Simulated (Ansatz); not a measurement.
Results of the Gaussian-basis code of Ansatz.

CH$_{7}$NSiZn at its PBE0-D4/def2-TZVP geometry, where that method's forces vanish. Total charge 0; spin multiplicity 1. The bonds changed during the relaxation, so this is another structure than the one it started from.

```csv
atom,x (Å),y (Å),z (Å)
C1,0.413,-1.293,0.557
Si2,0.330,0.029,-0.765
N3,-1.115,0.962,-0.826
Zn4,0.404,2.414,2.471
H5,0.327,-0.859,1.557
H6,-0.393,-2.022,0.436
H7,1.364,-1.831,0.502
H8,0.482,-0.630,-2.091
H9,-1.283,1.686,-0.146
H10,-1.978,0.557,-1.147
H11,1.450,0.987,-0.548
```

Question: For each bond, give half the difference of the two atoms' forces along it (eV/Å; positive pushes the atoms apart) under PBE-D4, r2SCAN-D4, B3LYP-D4, ωB97M-V in def2-TZVPP. (Estimate.)

Answer: The calculation gave: 
| bond | length (Å) | PBE-D4 | r2SCAN-D4 | B3LYP-D4 | ωB97M-V |
| --- | --- | --- | --- | --- | --- |
| C1–Si2 | 1.871 | -0.06 | 0.00 | 0.10 | 0.03 |
| C1–H5 | 1.093 | 0.11 | -0.01 | -0.05 | -0.04 |
| C1–H6 | 1.093 | 0.11 | 0.00 | -0.04 | -0.04 |
| C1–H7 | 1.094 | 0.10 | -0.01 | -0.04 | -0.04 |
| Si2–N3 | 1.720 | 0.08 | 0.01 | 0.10 | 0.12 |
| Si2–H8 | 1.489 | 0.06 | -0.03 | -0.11 | -0.15 |
| Si2–H11 | 1.489 | 0.06 | -0.02 | -0.12 | -0.13 |
| N3–H9 | 1.007 | 0.20 | 0.01 | -0.02 | -0.04 |
| N3–H10 | 1.007 | 0.20 | 0.02 | -0.01 | -0.03 |

B3LYP here is the variant with VWN-RPA as its local correlation; programs differ in this.
